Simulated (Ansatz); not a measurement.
One change: `CBNCF` becomes `NCF`.

Ansatz, PBE0-D4/def2-TZVP geometries, multiplicity 1. Each molecule was computed in one conformer, which needn't be the lowest.

```json
{"property": "HOMO energy (ωB97M-V/def2-TZVPP) / eV", "`CBNCF`": "-10.93"}
{"property": "HOMO–LUMO gap (PBE/def2-TZVPP) / eV", "`CBNCF`": "6.48"}
{"property": "size of the dipole moment (B3LYP/def2-TZVPP) / D", "`CBNCF`": "1.83"}
{"property": "LUMO energy (PBE0/def2-TZVPP) / eV", "`CBNCF`": "0.29"}
{"property": "HOMO–LUMO gap (B3LYP/def2-TZVPP) / eV", "`CBNCF`": "8.38"}
{"property": "size of the dipole moment (ωB97M-V/def2-TZVPP) / D", "`CBNCF`": "1.83"}
```

(1) What does the change do to each property? (Best estimate.)

Answers

(1) Ansatz gave: 
| property | `NCF` | shift |
| --- | --- | --- |
| HOMO energy (ωB97M-V/def2-TZVPP) / eV | -10.40 | 0.53 |
| HOMO–LUMO gap (PBE/def2-TZVPP) / eV | 6.73 | 0.25 |
| size of the dipole moment (B3LYP/def2-TZVPP) / D | 1.18 | -0.65 |
| LUMO energy (PBE0/def2-TZVPP) / eV | 1.16 | 0.87 |
| HOMO–LUMO gap (B3LYP/def2-TZVPP) / eV | 8.49 | 0.11 |
| size of the dipole moment (ωB97M-V/def2-TZVPP) / D | 1.16 | -0.67 |

With PBE0 the HOMO rises by 0.60 eV and the LUMO rises by 0.87 eV, so the gap widens by about 0.27 eV. PBE moves the HOMO by 0.80 eV and ωB97M-V by 0.53 eV. Dipoles are sizes alone; their direction can turn.

B3LYP here is the variant with VWN-RPA as its local correlation; programs differ in this.
